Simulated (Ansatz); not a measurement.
Coupled-cluster run, CF3NOZr, SMILES `O=C=[N][Zr]([F])([F])[F]`.

```yaml
crystal:
  periodic: [false, false, false]
  atoms:
    - {symbol: O, position_ang: [1.742874, -2.163635, 1.755073]}
    - {symbol: C, position_ang: [1.127330, -1.397634, 1.136908]}
    - {symbol: N, position_ang: [0.488772, -0.602901, 0.495703]}
    - {symbol: Zr, position_ang: [-0.585966, 0.727141, -0.590340]}
    - {symbol: F, position_ang: [0.580139, 1.972894, -1.408383]}
    - {symbol: F, position_ang: [-1.790384, 1.649529, 0.540801]}
    - {symbol: F, position_ang: [-1.562755, -0.185394, -1.929762]}
basis:
  gaussian: {orbitals: def2-SVP}
correlation: {method: ccsd_t}
```

```sh
$ ansatz run in.yaml --threads 4 --pin off --events-out ev --progress --plain --max-ram 10444MiB
```

Log, shortened:

```
Functional definition: HF
1124 factors; integrals over basis functions are off by at most 5.5e-4 eV
mean field evaluation 1: about -13924.7113 eV, gradient 6.2e1 eV
mean field evaluation 2: about -13924.8460 eV, gradient 6.2e1 eV
mean field evaluation 4: about -13931.7344 eV, gradient 3.3e0 eV
mean field evaluation 8: about -13931.7966 eV, gradient 5.1e-1 eV
mean field -13931.79720301 eV, -511.9841038992 hartree, gradient 1.3e-6 eV, S^2 0.000000; 0 other end points of the search recorded, 0 dependent functions left out
6 core orbitals not correlated: weight in the atoms' cores, before any rotation towards them, 1.000 or more for the frozen orbitals, at most 0.000 for the correlated occupied ones
reference -13931.79720301 eV, -511.9841038992 hartree; 24, 24 occupied and 85, 85 virtual orbitals, 1124 factors
second order -34.20447862 eV of doubles, -0.00000000 eV of singles
cycle   1  -32.82372324 eV  change     1.4e0 eV  update   2.0e-1
cycle   2  -33.83912068 eV  change    -1.0e0 eV  update   7.8e-2
cycle   3  -34.06785276 eV  change   -2.3e-1 eV  update   3.3e-2
cycle   4  -34.07195224 eV  change   -4.1e-3 eV  update   9.1e-3
cycle   5  -34.05626648 eV  change    1.6e-2 eV  update   2.6e-3
cycle   6  -34.05602320 eV  change    2.4e-4 eV  update   8.3e-4
cycle   7  -34.05628169 eV  change   -2.6e-4 eV  update   3.1e-4
cycle   8  -34.05613721 eV  change    1.4e-4 eV  update   1.2e-4
cycle   9  -34.05610401 eV  change    3.3e-5 eV  update   3.8e-5
perturbative correction -1.06959218 eV, -0.0393067876 hartree
Total energy: -13966.92289919 eV, -513.2749494250 hartree
```

It took 36 s on 4 threads of an AMD EPYC on a shared host, with 0.79 GiB of host memory at the peak.

MP2 recovers 97.4 % of the CCSD(T) correlation energy and the triples give 3.0 %; T1 = 0.0190.
